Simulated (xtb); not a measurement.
TaO2F, SMILES [O]=[Ta](=[O])[F], multiplicity 1. All values are semi-empirical tight-binding results from xtb (GFN2-xTB unless named), good for trends rather than for accurate numbers. Coordinates come from a GFN2-xTB optimisation. The spin state was assumed, not searched.

Optimised geometry:

```xyz
4

Ta    -0.0479     0.1387     0.0000
O     -0.7986    -0.4505     1.4630
O     -0.7986    -0.4505    -1.4630
F      1.8079    -0.3240     0.0000
```
Charge 0, spin multiplicity 1.

For metal compounds this method's bond lengths and energies can be far off.

Q: Estimate the properties. (Estimate from the structure and the level; the computed values follow.)

A: 
- point group as xtb finds it: Cs
- orbital gap: 1.32 eV
- zero-point energy: 3.1 kcal/mol
- G − E(el) at 298.15 K (modified RRHO): -15.9 kcal/mol

Computed atomic charges and the Wiberg bond orders between heavy atoms:
charges (e) Ta1 1.26, O2 -0.45, O3 -0.45, F4 -0.35. Bond orders Ta1–O2 2.06, Ta1–O3 2.06, Ta1–F4 0.98.
